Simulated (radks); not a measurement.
Values are calculated unless marked as measured or tabulated.
Isoelectronic series with 59 electrons, all held in the configuration [Xe] 4f3 6s2, which need not be the ground one along the series. Level of theory: Dirac Kohn-Sham, BLYP, spin-unpolarised, spherical densities, point nucleus; open shells fill j = l - 1/2 first (a radial shooting solver on a logarithmic mesh with Libxc functionals). Total energies (hartree) and orbital eigenvalues (hartree) (* marks an orbital that is empty in some or all of the ions):

ion    E (hartree)     4f7/2*      4f5/2     6s1/2      5p3/2      5p1/2
Pr      -9243.3930   -0.02839   -0.04079  -0.12174   -0.74682   -0.84934
Nd+     -9630.3873   -0.54081   -0.55759  -0.35171   -1.15849   -1.28046
Pm2+   -10026.7573   -1.19247   -1.21375  -0.63767   -1.65450   -1.79992
Sm3+   -10432.5271   -1.94774   -1.97383  -0.96992   -2.21370   -2.38576
Eu4+   -10847.7420   -2.79373   -2.82506  -1.34423   -2.82919   -3.03099
Gd5+   -11272.4579   -3.72336   -3.76040  -1.75808   -3.49730   -3.73197
Tb6+   -11706.7377   -4.73206   -4.77533  -2.20981   -4.21573   -4.48653
Dy7+   -12150.6501   -5.81662   -5.86668  -2.69828   -4.98287   -5.29321
Ho8+   -12604.2686   -6.97469   -7.03212  -3.22264   -5.79756   -6.15101
Er9+   -13067.6715   -8.20444   -8.26987  -3.78226   -6.65891   -7.05924
Tm10+  -13540.9412   -9.50444   -9.57853  -4.37667   -7.56623   -8.01739
Yb11+  -14024.1646  -10.87351  -10.95696  -5.00551   -8.51896   -9.02515
Lu12+  -14517.4326  -12.31068  -12.40423  -5.66854   -9.51667  -10.08228
Hf13+  -15020.8407  -13.81516  -13.91958  -6.36555  -10.55899  -11.18867
Ta14+  -15534.4884  -15.38626  -15.50236  -7.09643  -11.64563  -12.34427
W15+   -16058.4800  -17.02338  -17.15200  -7.86109  -12.77634  -13.54910
Re16+  -16592.9243  -18.72600  -18.86804  -8.65950  -13.95093  -14.80323

4f7/2 drops below 6s1/2 between Pr and Nd+. 4f7/2 drops below 5p3/2 between Eu4+ and Gd5+. 4f7/2 drops below 5p1/2 between Gd5+ and Tb6+. 4f5/2 drops below 6s1/2 between Pr and Nd+.
